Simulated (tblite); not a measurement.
Compound: C6H8ClO2 (charge -1).
Cartesian coordinates in Å at the GFN2-xTB level; atoms count from 1:
```
atom  x, y, z in Å
C1    -0.5271    1.9669    0.5687
C2    -0.2398    0.7029    0.2609
C3     0.8693    0.3965   -0.7135
C4     1.8122   -0.7032   -0.2668
Cl5    2.6614   -0.2746    1.2417
C6    -1.0427   -0.4413    0.7360
C7    -1.7342   -1.2183   -0.5094
O8    -2.9576   -1.1209   -0.5591
O9    -0.9483   -1.8281   -1.2421
H10   -1.3442    2.2175    1.2244
H11    0.0320    2.7983    0.1661
H12    0.4000    0.0125   -1.6259
H13    1.4285    1.3067   -0.9491
H14    2.5927   -0.8819   -1.0081
H15    1.2568   -1.6216   -0.0858
H16   -1.8348   -0.1090    1.4082
H17   -0.4313   -1.1904    1.2431
```

All values are computed: GFN2-xTB (tblite) harmonic vibrations without scaling, gas phase. The method is semi-empirical: single wavenumbers can be off by several per cent or more. One conformer, not necessarily the lowest. The optimisation stopped once no atom felt more than 0.01 eV/Å.

Lowest wavenumbers of the output (negative numbers stand for imaginary wavenumbers):
```
mode    cm-1
  1     -33.0
  2      36.3
  3      75.5
  4      88.2
  5     170.6
  6     246.5
  7     313.5
  8     379.2
```

Task: Is this structure a minimum?

Result: Not by this Hessian. 1 mode is imaginary beyond 20i (33i cm⁻¹), so at this level the point lies at or near a first-order saddle. The curvature is small, so loose convergence or finite differences may be the whole cause.

Task: Which atoms move in the imaginary mode?

Result: 33i: O9 (carboxylate oxygen) 31 %, Cl5 (alkyl chlorine) 24 %. These are shares of the mass-weighted motion.

Task: What is the remedy?

Result: Step along that mode in both directions, optimise again with tighter thresholds and repeat the frequencies. The zero-point energy of this point (79.7 kcal/mol) counts the 44 real modes alone, and thermal corrections from it aren't those of a minimum.
